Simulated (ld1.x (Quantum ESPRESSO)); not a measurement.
## Which change was made? (Eu, TM)

- Element: Eu
- Generator: ld1.x (Quantum ESPRESSO) 7.5
- Type: norm-conserving Troullier–Martins (Kleinman–Bylander form)
- Functional: PW91
- Relativity: scalar-relativistic
- Frozen core: [Kr] 4d10 5s2
- Valence charge: 15
- Reference configuration: 4f7 5p6 5d0 6s2 6p0
- Partial waves: 5p (bound): rc 2.40 bohr; 5d (bound, empty): rc 3.30 bohr; 4f (bound): rc 1.50 bohr; 6s (bound): rc 2.75 bohr
- Local potential: the s channel
- Core correction: a·sin(br)/r model core, default radius (core density twice the valence density)

Cutoffs, loose and tight: the cutoffs (Ry, on a coarse ladder) from which the occupation-weighted sum of valence levels, in a spherical-Bessel basis at the reference potential, stays within 10 and 1 mRy of its value at 400 Ry. They do not see the model core or the augmentation charge, which bear on the density cutoff. Test errors are all-electron minus pseudo excitation energies from the reference, over the configurations 4f7 5p6 5d0 6s1 6p0; 4f7 5p6 5d0 6s0 6p0; 4f6 5p6 5d0 6s0 6p0; 4f7 5p6 5d0 6s0 6p1; 4f7 5p6 5d0.5 6s1.5 6p0; 4f7 5p6 5d0 6s0 6p2; 4f7 5p5 5d0 6s2 6p0; variants that change the core or the reference have their own tests. The largest error is taken over the tests solved by every variant that gives reliable tests at all, those not shown here included: 4f6 5p6 5d0 6s0 6p0; 4f7 5p5 5d0 6s2 6p0; 4f7 5p6 5d0 6s0 6p0; 4f7 5p6 5d0 6s0 6p2; 4f7 5p6 5d0 6s1 6p0; 4f7 5p6 5d0.5 6s1.5 6p0.

The base gives: outcome: generated; cutoff, loose: 180 Ry; cutoff, tight: 260 Ry; bound ghosts: none; largest test error (meV): -828.

On the changes marked as counting shells twice: ld1.x takes every shell without a wave as core, so the model core holds the marked electrons as well and exchange and correlation see them twice. This cancels in the reference configuration, but the file is broken for other ones, and its errors say nothing about a proper core correction.

(1) After one change the result is: outcome: generated; cutoff, loose: 180 Ry; cutoff, tight: 260 Ry; bound ghosts: none; largest test error (meV): -236. Which change was it?
A. core [Kr] 4d10, valence charge 17; reference 4f6.5 5s2 5p6 5d0.5 6s2 6p0; waves now 5s (bound): rc 2.10 bohr; 5p (bound): rc 2.50 bohr; 5d (bound): rc 2.70 bohr; 4f (bound): rc 1.40 bohr; local potential all-electron potential smoothed inside 2.35 bohr (lloc = -1); core correction Bessel-smoothed model core inside 0.90 bohr (6s counted twice)
B. reference 4f7 5p6 5d0 6s0.5 6p0
C. all radii but the core radius scaled by about 1.16 (s 3.18, p 2.78, d 3.82, f 1.74 bohr)

## Answers

(1) B. The others give: core [Kr] 4d10, valence charge 17; reference 4f6.5 5s2 5p6 5d0.5 6s2 6p0; waves now 5s (bound): rc 2.10 bohr; 5p (bound): rc 2.50 bohr; 5d (bound): rc 2.70 bohr; 4f (bound): rc 1.40 bohr; local potential all-electron potential smoothed inside 2.35 bohr (lloc = -1); core correction Bessel-smoothed model core inside 0.90 bohr (6s counted twice) → outcome: generated, misses its reference levels by 0.29 eV; cutoff, loose: 200 Ry; cutoff, tight: 300 Ry; bound ghosts: p; largest test error (meV): +413 | all radii but the core radius scaled by about 1.16 (s 3.18, p 2.78, d 3.82, f 1.74 bohr) → outcome: generated; cutoff, loose: 140 Ry; cutoff, tight: 230 Ry; bound ghosts: none; largest test error (meV): -675.
